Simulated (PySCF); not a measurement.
B(OH)(SiH3)2 (BH7OSi2), SMILES OB([SiH3])[SiH3].

Coordinates come from a B3LYP-D3(BJ)/def2-SVP optimisation. The structure was generated by enumeration, and PubChem lists no compound with its InChIKey, so it may never have been made. The values are those of a single conformer.

Computed with TDA-PBE/def2-SVPD in PySCF.

Vertical excitations. Isolated molecule, no solvent.

Give excitation energies, oscillator strengths and character. (Estimate from the structure and the level; the computed values follow.)


```json
[
 {"state": "S1", "energy (eV)": "3.90", "λ (nm)": "318", "f": "0.000", "main pairs": "HOMO→LUMO 99 %"},
 {"state": "S2", "energy (eV)": "5.23", "λ (nm)": "237", "f": "0.008", "main pairs": "HOMO→LUMO+1 97 %"},
 {"state": "S3", "energy (eV)": "5.66", "λ (nm)": "219", "f": "0.003", "main pairs": "HOMO−1→LUMO 94 %"},
 {"state": "S4", "energy (eV)": "5.91", "λ (nm)": "210", "f": "0.055", "main pairs": "HOMO−2→LUMO 70 %, HOMO−3→LUMO 18 %"},
 {"state": "S5", "energy (eV)": "5.91", "λ (nm)": "210", "f": "0.022", "main pairs": "HOMO−3→LUMO 71 %, HOMO−2→LUMO 17 %"},
 {"state": "S6", "energy (eV)": "6.05", "λ (nm)": "205", "f": "0.057", "main pairs": "HOMO→LUMO+2 87 %"},
 {"state": "S7", "energy (eV)": "6.25", "λ (nm)": "198", "f": "0.036", "main pairs": "HOMO−4→LUMO 82 %"},
 {"state": "S8", "energy (eV)": "6.48", "λ (nm)": "191", "f": "0.033", "main pairs": "HOMO→LUMO+3 76 %"},
 {"state": "S9", "energy (eV)": "6.53", "λ (nm)": "190", "f": "0.019", "main pairs": "HOMO→LUMO+4 55 %, HOMO−5→LUMO 18 %, HOMO→LUMO+5 15 %, HOMO→LUMO+3 10 %"},
 {"state": "S10", "energy (eV)": "6.77", "λ (nm)": "183", "f": "0.160", "main pairs": "HOMO→LUMO+5 56 %, HOMO→LUMO+6 20 %"},
 {"state": "T1", "energy (eV)": "3.21", "λ (nm)": "387", "f": "0", "main pairs": "HOMO→LUMO 100 %"},
 {"state": "T2", "energy (eV)": "4.92", "λ (nm)": "252", "f": "0", "main pairs": "HOMO→LUMO+1 98 %"},
 {"state": "T3", "energy (eV)": "5.33", "λ (nm)": "233", "f": "0", "main pairs": "HOMO−1→LUMO 52 %, HOMO−3→LUMO 35 %, HOMO−5→LUMO 10 %"},
 {"state": "T4", "energy (eV)": "5.44", "λ (nm)": "228", "f": "0", "main pairs": "HOMO−2→LUMO 97 %"}
]
```
Triplets are in the Tamm–Dancoff approximation.
